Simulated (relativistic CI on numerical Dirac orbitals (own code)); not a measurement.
What each ingredient does to the levels of Tl LVIII

Base calculation: Dirac-Coulomb-Breit CI, orbitals from a KLI potential per configuration, model QED, unscaled Slater integrals.

Configurations in the expansion (outside the closed core [Ne]): 3s2 3p6 3d6, 3s2 3p5 3d7, 3s2 3p4 3d8, 3s 3p6 3d7, 3p6 3d8, 3s 3p5 3d8, 3s2 3p6 3d5 4s, 3s2 3p6 3d5 4p, 3s2 3p4 3d7 4s, 3s2 3p6 3d5 4d, 3s2 3p4 3d7 4p, 3s2 3p5 3d6 4s, 3s2 3p6 3d5 4f, 3s2 3p4 3d7 4d, 3s 3p5 3d7 4s, 3s2 3p5 3d6 4p, 3s2 3p5 3d6 4d, 3s2 3p6 3d4 4s2, 3s 3p6 3d6 4s, 3p6 3d7 4s, 3p6 3d7 4p, 3s2 3p6 3d5 5s, 3p6 3d7 4d, 3s 3p6 3d5 4s2. Levels of other configurations are missing.

Variants: (1) only the first configuration. Shifts of the energy above 3s2 3p6 3d6 3F_4, in eV, for the lowest level and the first level of each name with at least 55 % of one term (blank where a level changes its place among those of its configuration and J or its character, or is not in the variant):

```csv
Level,Base,Δ(1)
3s2 3p6 3d6 3F_4,0.000,0.000
3s2 3p6 3d6 3P_0,30.591,+1.850
3s2 3p6 3d6 5D_3,100.226,-0.414
3s2 3p6 3d6 3H_6,110.078,-1.300
3s2 3p6 3d6 3G_5,110.221,-0.901
3s2 3p6 3d6 3P_1,137.321,+0.831
3s2 3p6 3d6 3F_3,138.731,+0.624
3s2 3p6 3d6 5D_2,206.227,-0.266
3s2 3p6 3d6 5D_0,209.338,-0.106
3s2 3p6 3d6 3H_5,217.667,-1.086
3s2 3p6 3d6 1I_6,221.188,-1.465
3s2 3p6 3d6 1D_2,270.610,+1.291
3s2 3p6 3d6 1S_0,291.277,+2.313
3s2 3p5 3d7 5G°_6,465.334,
```

At this charge energies of transitions that change n are usually good to better than 1 %, and those within a shell (Δn = 0) to a few per cent.

Ionisation energy from the two ground configurations alone: base 5824 eV. The NIST ASD value (theoretical) is 5824 eV.

LS names give the leading component of a level, which can be under half, so a name can repeat, a term be missing and a line seem to break the LS rules.
